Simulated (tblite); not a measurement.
Species: C6H11F2NSi.
SMILES with atom numbers: `[CH2:1]=[C:2]([F:3])[C@@H:4]1[CH2:5][C@H:6]([F:7])[CH2:8][N:9]1[SiH3:10]` (hydrogens: H11, H12 on C1; H13 on C4; H14, H15 on C5; H16 on C6; H17, H18 on C8; H19, H20, H21 on Si10)

Structure used (GFN2-xTB), in Å, numbered top down from 1:
```
atom  x, y, z in Å
C1     2.5646    0.7881   -1.0314
C2     1.5901    0.0478   -0.5398
F3     1.5387   -1.2708   -0.8433
C4     0.4483    0.4924    0.3306
C5     0.4369   -0.2593    1.6773
C6    -0.9941   -0.7817    1.8048
F7    -1.0384   -1.9734    2.4867
C8    -1.4300   -0.9372    0.3489
N9    -0.8396    0.2126   -0.2868
Si10  -1.2621    0.7624   -1.8597
H11    2.6244    1.8351   -0.8065
H12    3.3239    0.3670   -1.6656
H13    0.5427    1.5747    0.4731
H14    0.7274    0.3802    2.5075
H15    1.1096   -1.1181    1.6443
H16   -1.6428   -0.0875    2.3503
H17   -1.0361   -1.8883   -0.0368
H18   -2.5117   -0.9276    0.2175
H19   -2.7197    0.6738   -1.8933
H20   -0.7536    2.1332   -1.9058
H21   -0.6874   -0.0064   -2.9722
```

Computed values, GFN2-xTB/tblite, gas phase, harmonic and unscaled. This tight-binding method is rough: wavenumbers can miss measured ones by several per cent, in bad cases by 10 to 20. Modes of hydrogen on silicon can be 10 to 20 % off. One conformer, not necessarily the lowest.

Harmonic wavenumbers (cm⁻¹): 32.3, 46.2, 74.7, 107.0, 146.3, 191.8, 224.9, 270.0, 342.0, 368.9, 416.9, 460.0, 520.9, 561.1, 588.6, 616.1, 629.3, 716.3, 737.2, 771.3, 810.3, 817.8, 873.1, 881.6, 906.0, 929.2, 931.1, 1027.3, 1057.2, 1077.0, 1101.5, 1113.3, 1169.5, 1190.4, 1210.8, 1228.3, 1250.7, 1258.7, 1278.6, 1286.2, 1301.7, 1332.9, 1378.6, 1470.4, 1484.5, 1721.2, 2201.9, 2262.2, 2281.6, 2878.8, 2916.0, 2931.8, 2996.4, 2998.3, 3025.7, 3132.3, 3175.9.

A = 1439, B = 932.9, C = 675.3 MHz; mass 163.063 u (most abundant isotopes); point group C1, symmetry number 1.

**Question.** What is the zero-point energy?

**Answer.** ½Σν̃ = 34355 cm⁻¹ = 410.98 kJ/mol.

**Question.** Give the ideal-gas entropy at 298.15 K and 1 bar in the rigid-rotor, harmonic-oscillator model (classical rotation).

**Answer.** Translation 172.39, rotation 126.57, vibration 148.27: S = 447.2 J/(mol K).

**Question.** And Cp and H(298.15 K) − H(0)?

**Answer.** Cp = 183.85 J/(mol K), of which vibrations give 150.59 (their classical limit is 57 R = 473.9); H(298.15 K) − H(0) = 32.35 kJ/mol without the zero-point energy, 22.44 from vibrations.

**Question.** Blend soft modes into free rotors: weight 1/[1 + (100 cm⁻¹/ν̃)⁴] for the oscillator and the rest for a rotor with moment μB/(μ + B), μ = h/(8π²ν), B = 10⁻⁴⁴ kg m². What vibrational entropy results?

**Answer.** 131.93 J/(mol K) in place of 148.27, which changes −T·S at 298.15 K by +4.87 kJ/mol.

**Question.** How do the functions run with temperature in this model?

**Answer.** 
```json
{"T (K)": "100", "S (J/(mol K))": "311.7", "Cp (J/(mol K))": "85.4", "H − H(0) (kJ/mol)": "6.03", "G − H(0) (kJ/mol)": "-25.14", "ln q(vib)": "2.64"}
{"T (K)": "200", "S (J/(mol K))": "384.9", "Cp (J/(mol K))": "132.3", "H − H(0) (kJ/mol)": "16.86", "G − H(0) (kJ/mol)": "-60.12", "ln q(vib)": "5.79"}
{"T (K)": "300", "S (J/(mol K))": "448.4", "Cp (J/(mol K))": "184.8", "H − H(0) (kJ/mol)": "32.70", "G − H(0) (kJ/mol)": "-101.81", "ln q(vib)": "8.84"}
{"T (K)": "500", "S (J/(mol K))": "565.4", "Cp (J/(mol K))": "275.8", "H − H(0) (kJ/mol)": "79.29", "G − H(0) (kJ/mol)": "-203.40", "ln q(vib)": "14.90"}
{"T (K)": "800", "S (J/(mol K))": "715.0", "Cp (J/(mol K))": "359.1", "H − H(0) (kJ/mol)": "175.78", "G − H(0) (kJ/mol)": "-396.24", "ln q(vib)": "23.67"}
{"T (K)": "1000", "S (J/(mol K))": "799.1", "Cp (J/(mol K))": "393.7", "H − H(0) (kJ/mol)": "251.26", "G − H(0) (kJ/mol)": "-547.84", "ln q(vib)": "29.09"}
```

q(vib) and H(0) count from the zero-point level.

Hindered rotation and anharmonicity are outside this model. Other conformers, if any are populated, would add a mixing term that is left out. The structure is chiral; the term R ln 2 for an equal mix with its mirror image is left out.

On an Arm Neoverse V1 with one thread, shared host with 32 logical CPUs at a one-minute load of 29, this took 1.0 s wall. This covers the Hessian and the dipole derivatives.
